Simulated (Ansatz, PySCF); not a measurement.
Ways to break one bond of [TeH][TeH]:

A. [TeH][TeH] -> 2 [TeH] (HTe)
B. [TeH][TeH] -> [Te][TeH] + H atom

Quantity: bond dissociation energy (enthalpy at 298 K, with B3LYP-D3(BJ) rigid-rotor harmonic-oscillator terms from PySCF), kJ/mol. Each molecule is optimised on its own at B3LYP-D3(BJ)/def2-TZVP (Ansatz, an electronic-structure program), one conformer each, not searched for the lowest. Cores are frozen in the correlated levels unless marked. UHF or UKS for open shells. No spin-orbit coupling. Frozen are the shells of the preceding noble gas and the d and f shells that filled before the atom's block. In def2 rows, elements after Kr have scalar-relativistic effective core potentials. Basis-set limits of correlation are two-point, X^-3; Hartree-Fock from the larger set.

|  | HF/def2-QZVPPD (Ansatz) | PBE/def2-TZVPD (Ansatz) | PBE0-D4/def2-TZVP (Ansatz + dftd4) | CCSD(T)/CBS(def2-TZVPPD,def2-QZVPPD) (Ansatz) |
|---|---|---|---|---|
| A | 87.4 | 217.5 | 211.3 | 206.2 |
| B | 175.4 | 243.6 | 248.5 | 261.4 |
